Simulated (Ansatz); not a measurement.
Ansatz (a program for electronic structure) input (HF/6-31G*):

Ansatz 0.2 input:
```yaml
crystal:
  periodic: [false, false, false]
  atoms:
    - {symbol: B, position_ang: [-0.33798700, 0.09072800, -0.26029400]}
    - {symbol: F, position_ang: [0.16984500, 1.06678600, 0.49152500]}
    - {symbol: H, position_ang: [-1.29656300, 0.31832100, -0.94509000]}
    - {symbol: N, position_ang: [0.12028500, -1.22942000, -0.18464500]}
    - {symbol: H, position_ang: [0.61589600, -1.76709500, -0.88464500]}
basis:
  gaussian:
    orbitals: 6-31G*
hamiltonian:
  xc: {name: HF}
magnetization: {spin_polarized: true, initial_magnetization: 1}
relax: {f_tol: 0.003, max_steps: 120}
```

Output:

```
Functional definition: HF
integrals: 0.01 GiB planned
525 factors; integrals over basis functions are off by at most 3.5e-4 eV
mean field: 0.10 GiB planned
mean field evaluation 1: about -4889.1843 eV, gradient 2.1e1 eV
mean field evaluation 2: about -4889.2185 eV, gradient 2.1e1 eV
mean field evaluation 4: about -4891.6290 eV, gradient 2.7e0 eV
mean field evaluation 8: about -4891.7499 eV, gradient 3.6e-1 eV
mean field evaluation 16: about -4891.7623 eV, gradient 1.7e-5 eV
mean field evaluation 32: about -4890.2995 eV, gradient 4.4e-1 eV
mean field evaluation 64: about -4891.6920 eV, gradient 6.4e-1 eV
mean field -4891.76233895 eV, -179.7689502008 hartree, gradient 1.7e-5 eV, S^2 0.759812; 0 other end points of the search recorded, 0 dependent functions left out
the calculation of the forces begins
reference -4891.76233895 eV, -179.7689502008 hartree; 12, 11 occupied and 37, 38 virtual orbitals, 525 factors
relax step   1: F+E_penalty+E_count = -4891.76233895 eV  Δ(F+E_penalty+E_count) = +0.000e0 eV  max|allowed force component| = 9.781e-1 eV/Å  Δτ_max = 0.0000 Å  (101 SCF iters, accepted)
these checks for a lower state are left out or cut short: starts, cluster_reference, orbital_swaps, neighbouring_geometries, increment
integrals: 0.01 GiB planned
525 factors; integrals over basis functions are off by at most 3.4e-4 eV
mean field: 0.10 GiB planned
mean field -4891.76896594 eV, -179.7691937381 hartree, gradient 1.7e-5 eV, S^2 0.759473; 0 other end points of the search recorded, 0 dependent functions left out
the calculation of the forces begins
reference -4891.76896594 eV, -179.7691937381 hartree; 12, 11 occupied and 37, 38 virtual orbitals, 525 factors
relax step   2: F+E_penalty+E_count = -4891.76896594 eV  Δ(F+E_penalty+E_count) = -6.627e-3 eV  max|allowed force component| = 5.857e-1 eV/Å  Δτ_max = 0.0424 Å  (56 SCF iters, accepted)
these checks for a lower state are left out or cut short: starts, cluster_reference, orbital_swaps, neighbouring_geometries, increment
integrals: 0.01 GiB planned
525 factors; integrals over basis functions are off by at most 3.4e-4 eV
mean field: 0.10 GiB planned
mean field -4891.77820648 eV, -179.7695333219 hartree, gradient 1.9e-5 eV, S^2 0.759517; 0 other end points of the search recorded, 0 dependent functions left out
the calculation of the forces begins
reference -4891.77820648 eV, -179.7695333219 hartree; 12, 11 occupied and 37, 38 virtual orbitals, 525 factors
relax step   3: F+E_penalty+E_count = -4891.77820648 eV  Δ(F+E_penalty+E_count) = -9.241e-3 eV  max|allowed force component| = 5.820e-1 eV/Å  Δτ_max = 0.0195 Å  (49 SCF iters, accepted)
these checks for a lower state are left out or cut short: starts, cluster_reference, orbital_swaps, neighbouring_geometries, increment
integrals: 0.01 GiB planned
525 factors; integrals over basis functions are off by at most 3.3e-4 eV
mean field: 0.10 GiB planned
mean field -4891.79269523 eV, -179.7700657734 hartree, gradient 2.8e-5 eV, S^2 0.759027; 0 other end points of the search recorded, 0 dependent functions left out
the calculation of the forces begins
reference -4891.79269523 eV, -179.7700657734 hartree; 12, 11 occupied and 37, 38 virtual orbitals, 525 factors
relax step   4: F+E_penalty+E_count = -4891.79269523 eV  Δ(F+E_penalty+E_count) = -1.449e-2 eV  max|allowed force component| = 1.506e-1 eV/Å  Δτ_max = 0.0590 Å  (45 SCF iters, accepted)
these checks for a lower state are left out or cut short: starts, cluster_reference, orbital_swaps, neighbouring_geometries, increment
integrals: 0.01 GiB planned
525 factors; integrals over basis functions are off by at most 3.3e-4 eV
mean field: 0.10 GiB planned
mean field -4891.79403527 eV, -179.7701150191 hartree, gradient 1.3e-5 eV, S^2 0.759024; 0 other end points of the search recorded, 0 dependent functions left out
the calculation of the forces begins
reference -4891.79403527 eV, -179.7701150191 hartree; 12, 11 occupied and 37, 38 virtual orbitals, 525 factors
relax step   5: F+E_penalty+E_count = -4891.79403527 eV  Δ(F+E_penalty+E_count) = -1.340e-3 eV  max|allowed force component| = 1.262e-1 eV/Å  Δτ_max = 0.0065 Å  (39 SCF iters, accepted)
these checks for a lower state are left out or cut short: starts, cluster_reference, orbital_swaps, neighbouring_geometries, increment
integrals: 0.01 GiB planned
525 factors; integrals over basis functions are off by at most 3.4e-4 eV
mean field: 0.10 GiB planned
mean field evaluation 96: about -4891.7442 eV, gradient 3.5e-1 eV
mean field -4891.79451616 eV, -179.7701326913 hartree, gradient 1.7e-5 eV, S^2 0.759016; 0 other end points of the search recorded, 0 dependent functions left out
the calculation of the forces begins
reference -4891.79451616 eV, -179.7701326913 hartree; 12, 11 occupied and 37, 38 virtual orbitals, 525 factors
relax step   6: F+E_penalty+E_count = -4891.79451616 eV  Δ(F+E_penalty+E_count) = -4.809e-4 eV  max|allowed force component| = 1.110e-1 eV/Å  Δτ_max = 0.0052 Å  (38 SCF iters, accepted)
these checks for a lower state are left out or cut short: starts, cluster_reference, orbital_swaps, neighbouring_geometries, increment
integrals: 0.01 GiB planned
525 factors; integrals over basis functions are off by at most 3.4e-4 eV
mean field: 0.10 GiB planned
mean field -4891.79489091 eV, -179.7701464634 hartree, gradient 1.3e-5 eV, S^2 0.758998; 0 other end points of the search recorded, 0 dependent functions left out
the calculation of the forces begins
reference -4891.79489091 eV, -179.7701464634 hartree; 12, 11 occupied and 37, 38 virtual orbitals, 525 factors
relax step   7: F+E_penalty+E_count = -4891.79489091 eV  Δ(F+E_penalty+E_count) = -3.748e-4 eV  max|allowed force component| = 7.687e-2 eV/Å  Δτ_max = 0.0073 Å  (51 SCF iters, accepted)
these checks for a lower state are left out or cut short: starts, cluster_reference, orbital_swaps, neighbouring_geometries, increment
integrals: 0.01 GiB planned
525 factors; integrals over basis functions are off by at most 3.3e-4 eV
mean field: 0.10 GiB planned
mean field -4891.79469660 eV, -179.7701393226 hartree, gradient 2.3e-5 eV, S^2 0.759005; 0 other end points of the search recorded, 0 dependent functions left out
the calculation of the forces begins
reference -4891.79469660 eV, -179.7701393226 hartree; 12, 11 occupied and 37, 38 virtual orbitals, 525 factors
relax step   8: F+E_penalty+E_count = -4891.79469660 eV  Δ(F+E_penalty+E_count) = +1.943e-4 eV  max|allowed force component| = 7.004e-2 eV/Å  Δτ_max = 0.0089 Å  (48 SCF iters, rejected (line search))
these checks for a lower state are left out or cut short: starts, cluster_reference, orbital_swaps, neighbouring_geometries, increment
integrals: 0.01 GiB planned
525 factors; integrals over basis functions are off by at most 3.4e-4 eV
mean field: 0.10 GiB planned
mean field -4891.79503462 eV, -179.7701517445 hartree, gradient 1.6e-5 eV, S^2 0.758994; 0 other end points of the search recorded, 0 dependent functions left out
the calculation of the forces begins
reference -4891.79503462 eV, -179.7701517445 hartree; 12, 11 occupied and 37, 38 virtual orbitals, 525 factors
relax step   9: F+E_penalty+E_count = -4891.79503462 eV  Δ(F+E_penalty+E_count) = -1.437e-4 eV  max|allowed force component| = 2.957e-2 eV/Å  Δτ_max = 0.0043 Å  (47 SCF iters, accepted)
these checks for a lower state are left out or cut short: starts, cluster_reference, orbital_swaps, neighbouring_geometries, increment
integrals: 0.01 GiB planned
525 factors; integrals over basis functions are off by at most 3.3e-4 eV
mean field: 0.10 GiB planned
mean field -4891.79509480 eV, -179.7701539560 hartree, gradient 2.5e-5 eV, S^2 0.759001; 0 other end points of the search recorded, 0 dependent functions left out
the calculation of the forces begins
reference -4891.79509480 eV, -179.7701539560 hartree; 12, 11 occupied and 37, 38 virtual orbitals, 525 factors
relax step  10: F+E_penalty+E_count = -4891.79509480 eV  Δ(F+E_penalty+E_count) = -6.018e-5 eV  max|allowed force component| = 9.253e-3 eV/Å  Δτ_max = 0.0050 Å  (47 SCF iters, accepted)
these checks for a lower state are left out or cut short: starts, cluster_reference, orbital_swaps, neighbouring_geometries, increment
integrals: 0.01 GiB planned
525 factors; integrals over basis functions are off by at most 3.3e-4 eV
mean field: 0.10 GiB planned
mean field evaluation 128: about -4891.7951 eV, gradient 6.4e-4 eV
mean field -4891.79512173 eV, -179.7701549459 hartree, gradient 1.6e-5 eV, S^2 0.759006; 0 other end points of the search recorded, 0 dependent functions left out
the calculation of the forces begins
reference -4891.79512173 eV, -179.7701549459 hartree; 12, 11 occupied and 37, 38 virtual orbitals, 525 factors
relax step  11: F+E_penalty+E_count = -4891.79512173 eV  Δ(F+E_penalty+E_count) = -2.694e-5 eV  max|allowed force component| = 1.520e-2 eV/Å  Δτ_max = 0.0057 Å  (49 SCF iters, accepted)
these checks for a lower state are left out or cut short: starts, cluster_reference, orbital_swaps, neighbouring_geometries, increment
integrals: 0.01 GiB planned
525 factors; integrals over basis functions are off by at most 3.3e-4 eV
mean field: 0.10 GiB planned
mean field -4891.79512695 eV, -179.7701551375 hartree, gradient 1.5e-5 eV, S^2 0.759011; 0 other end points of the search recorded, 0 dependent functions left out
the calculation of the forces begins
reference -4891.79512695 eV, -179.7701551375 hartree; 12, 11 occupied and 37, 38 virtual orbitals, 525 factors
relax step  12: F+E_penalty+E_count = -4891.79512695 eV  Δ(F+E_penalty+E_count) = -5.214e-6 eV  max|allowed force component| = 1.119e-2 eV/Å  Δτ_max = 0.0038 Å  (38 SCF iters, accepted)
these checks for a lower state are left out or cut short: starts, cluster_reference, orbital_swaps, neighbouring_geometries, increment
integrals: 0.01 GiB planned
525 factors; integrals over basis functions are off by at most 3.3e-4 eV
mean field: 0.10 GiB planned
mean field -4891.79513651 eV, -179.7701554891 hartree, gradient 2.4e-5 eV, S^2 0.759008; 0 other end points of the search recorded, 0 dependent functions left out
the calculation of the forces begins
reference -4891.79513651 eV, -179.7701554891 hartree; 12, 11 occupied and 37, 38 virtual orbitals, 525 factors
relax step  13: F+E_penalty+E_count = -4891.79513651 eV  Δ(F+E_penalty+E_count) = -9.567e-6 eV  max|allowed force component| = 2.230e-3 eV/Å  Δτ_max = 0.0011 Å  (37 SCF iters, accepted)
integrals: 0.01 GiB planned
525 factors; integrals over basis functions are off by at most 3.3e-4 eV
mean field: 0.10 GiB planned
mean field evaluation 160: about -4891.7951 eV, gradient 1.8e-5 eV
mean field evaluation 192: about -4890.1823 eV, gradient 5.3e-1 eV
mean field -4891.79513651 eV, -179.7701554891 hartree, gradient 2.4e-5 eV, S^2 0.759008; 1 other end points of the search recorded, 0 dependent functions left out
the calculation of the forces begins
reference -4891.79513651 eV, -179.7701554891 hartree; 12, 11 occupied and 37, 38 virtual orbitals, 525 factors
Total energy: -4891.79513651 eV, -179.7701554891 hartree
Atom 0 at    -0.374863     0.075350    -0.272289 Å, force    -0.000661     0.001528     0.000354 eV/Å
Atom 1 at     0.211982     1.012879     0.445788 Å, force    -0.000685     0.000085    -0.000627 eV/Å
Atom 2 at    -1.318685     0.362561    -0.934581 Å, force     0.000808     0.000228     0.000545 eV/Å
Atom 3 at     0.065641    -1.277532    -0.176697 Å, force     0.001514    -0.002230    -0.001374 eV/Å
Atom 4 at     0.687401    -1.693939    -0.845370 Å, force    -0.000975     0.000389     0.001103 eV/Å
Dipole moment:     0.115422    -0.122666    -0.375297 e Å
```

The geometry given is a B3LYP-D3(BJ)/def2-TZVP minimum.
